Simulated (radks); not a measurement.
Question: Method: scalar-relativistic Kohn-Sham, BLYP, spin-polarised, spherical densities, point nucleus; open shells are filled with parallel spins first (spin-orbit coupling, left out, can overturn this in heavy ions); computed with a radial shooting solver on a logarithmic mesh with Libxc functionals. Each species is in its NIST ground configuration. Rank Nb, Cd, Rb, Zr, In, Te, Sb, Rh, Mo, I, Ru, Pd, Xe, Sn, Ag, Tc, Sr by Delta-SCF ionisation energy (eV), largest first.

Answer: Xe 12.192, I 10.468, Cd 9.146, Pd 8.918, Te 8.732, Sb 8.675, Ag 8.003, Rh 7.827, Ru 7.698, Mo 7.281, Tc 7.230, Sn 7.108, Nb 7.002, Zr 6.570, Sr 5.682, In 5.460, Rb 4.279.
